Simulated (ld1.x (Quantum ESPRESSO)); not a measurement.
**What one change does to a pseudopotential (nickel (Ni), PAW)**

ld1.x (Quantum ESPRESSO) 7.5 input, shortened:

```
&input
   title='Ni', zed=28., rel=1, dft='PBE', iswitch=3,
   config='[Ar] 3d8 4s1 4p1'
 /
 &inputp
   pseudotype=3, lpaw=.true., tm=.true., lloc=-1, rcloc=0.95,
   nlcc=.true., new_core_ps=.true., rcore=0.75,
   which_augfun='BESSEL', rmatch_augfun=0.70
 /
6
3S  1  0   2.00   0.00  1.00  1.15  0.0
4S  2  0   1.00   0.00  1.00  1.15  0.0
3P  2  1   6.00   0.00  1.55  1.70  0.0
4P  3  1   1.00   0.00  1.55  1.70  0.0
3D  3  2   8.00   0.00  1.35  1.75  0.0
3D  3  2   0.00   1.75  1.35  1.75  0.0
 &test
   configts(1)='3s2 3p6 3d8 4s1 4p1'
 /
```

Change: augmentation PSQ, inside the norm-conserving radii.

Cutoffs: the cutoffs (Ry, on a coarse ladder) from which the occupation-weighted sum of valence levels, in a spherical-Bessel basis at the reference potential, stays within 10 and 1 mRy of its value at 400 Ry; they do not see the model core or the augmentation charge, which bear on the density cutoff. Errors are all-electron minus pseudo energies relative to the spin-unpolarised reference configuration.

What does the change do?

The potential gets neither clearly harder nor softer (50 Ry and 80 Ry → 50 Ry and 80 Ry); of the 7 tests that both files solve, the error grows in 3 and shrinks in 1 by more than 15 % and 0.3 meV (median size 0.5 → 0.9 meV); neither file shows a bound ghost.

| quantity | base | changed |
| --- | --- | --- |
| cutoff, loose | 50 Ry | 50 Ry |
| cutoff, tight | 80 Ry | 80 Ry |
| bound ghosts | none | none |
| error for 3s2 3p6 3d8 4s2 4p0, meV [ΔE -4.60 eV] | +0.5 | +0.2 |
| error for 3s2 3p6 3d8 4s1 4p0, meV [ΔE 4.73 eV] | -0.4 | -0.4 |
| error for 3s2 3p6 3d8 4s0 4p0, meV [ΔE 22.08 eV] | -2.4 | -2.8 |
| error for 3s2 3p6 3d8 4s1.5 4p0, meV [ΔE -0.88 eV] | +0.1 | 0.0 |
| error for 3s2 3p6 3d8 4s0 4p1, meV [ΔE 10.41 eV] | -0.5 | -0.9 |
| error for 3s2 3p6 3d6 4s0 4p0, meV [ΔE 117.10 eV] | -116 | -72 |
| error for 3s1 3p6 3d8 4s2 4p0, meV [ΔE 114.80 eV] | -23 | -52 |
| s: phases at 1.89 bohr within 0.05 rad from the reference energy up to (Ry; the scan ends near 5) | to the end of the scan | to the end of the scan |
| p: phases at 1.89 bohr within 0.05 rad from the reference energy up to (Ry; the scan ends near 5) | to the end of the scan | to the end of the scan |
| d: phases at 1.89 bohr within 0.05 rad from the reference energy up to (Ry; the scan ends near 5) | to the end of the scan | to the end of the scan |
| lowest overlap eigenvalue by channel | s 0.08, p 0.74, d 0.84 | s 0.08, p 0.74, d 0.84 |
